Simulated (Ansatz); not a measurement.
# A rate constant, worked out

An elementary step of SnH4S2, closed shell (SnH₄S₂ ([SH][SnH2][SH]) → SnH₂S ([S][SnH2]) + H₂S (still joined by a long Sn–S bond); Sn–S, S–H broken or loosened, S–H formed or tightened). The start structure is the reactant molecule, and the electronic barrier above it is 1.558 eV by CCSD(T) at an estimated basis limit (MP2 extrapolated from triple and quadruple zeta, plus CCSD(T) − MP2 in triple zeta). Program: Ansatz 0.2.0. Basis: def2-TZVPP and def2-QZVPP. Cores are frozen in the correlated methods. Filled d shells of the heavier atoms are correlated. Core potentials replace the inner electrons of the atoms past krypton. The def2 sets are not built for correlating such inner shells, so the correlated values are less sure here. Extrapolation: Hartree–Fock as exp(−7.88 √X), correlation as X^−2.97. Harmonic wavenumbers at PBE0-D4/def2-TZVP (Ansatz 0.2.0), in cm⁻¹:

Start: 90, 142, 182, 354, 357, 371, 497, 601, 688, 726, 726, 1955, 1965, 2713, 2713.

Saddle: 399i, 189, 250, 354, 419, 443, 467, 547, 594, 725, 1112, 1479, 1906, 1920, 2714.

Problem. Work out the transition-state-theory rate constant at 500 K from these numbers alone (harmonic vibrations; rotation, path degeneracy and anharmonicity left out), and the Wigner tunnelling factor. Use 1 cm⁻¹ = 1.2398 × 10⁻⁴ eV and k_B = 8.617 × 10⁻⁵ eV/K.

Solution. Zero-point energies, half the sums: start 14080/2 cm⁻¹ = 0.8728 eV; saddle, real modes only, 13119/2 cm⁻¹ = 0.8133 eV.
Barrier with zero-point energy: 1.558 + 0.8133 − 0.8728 = 1.4985 eV.
k_BT = 0.04309 eV, so the barrier is 34.78 k_BT.
Vibrational partition functions from the zero-point level, ln q = −Σ ln(1 − exp(−hν/k_BT)): start 5.669, saddle 3.599.
k = (k_BT/h) exp(ln q‡ − ln q) exp(−E0/k_BT), with log₁₀(k_BT/h in s⁻¹) = 13.02: log₁₀ k = 13.02 + (-2.070 − 34.78)/2.3026 = -2.98, so k ≈ 1 × 10^(-3) s⁻¹.
Wigner factor: 1 + (hν‡/k_BT)²/24 = 1 + (1.15)²/24 = 1.05. A change of 1 kcal/mol (0.043 eV) in the barrier would change k by a factor of 2.7 at this temperature.

No T1 diagnostic of these runs exceeds 0.017.

Labels in which every atom is bracketed show which atoms are joined, not bond orders.

For scale, one of the runs: CCSD(T)/def2-TZVPP, 190 basis functions (an equivalent command: `ansatz run in.yaml --threads 4`). Hardware: 4 CPU threads, shared host. Wall time 45 s; peak host memory 2.1 GiB.
